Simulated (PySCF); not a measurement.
# Bismuth: a sound run and one with changed settings

Sound run: Bi [Xe] 4f14 5d10 6s2 6p3, Bi⁺ [Xe] 4f14 5d10 6s2 6p2. Calculation: PySCF 2.14, in def2-SVP with the def2 core potential (60 electrons) (4s4p2d, 26 functions); scalar relativity through the core potential. In the sound run the correlated levels freeze 5s2 5p6 5d10 outside the core potential. The sound run starts from symmetry-adapted Hartree-Fock orbitals and uses a fine grid where one is needed.

Changed run: all electrons correlated in a basis built for the valence shell.

```
species  method  sound run (hartree)  changed run (hartree)  converged
     Bi     MP2           -213.62865             -213.66542        yes
    Bi⁺     MP2           -213.31699             -213.35099        yes
```

Ionisation energy of Bi:

| method | sound run (eV) | changed run (eV) |
| --- | --- | --- |
| UHF | 8.231 | 8.231 |
| MP2 | 8.481 | 8.556 |
| SCS-MP2 | 8.392 | 8.435 |

A valence basis has no tight correlating functions, so it recovers only part of the core correlation, and not evenly between atom and ion.

For comparison, NIST gives 7.286 eV between the lowest levels.
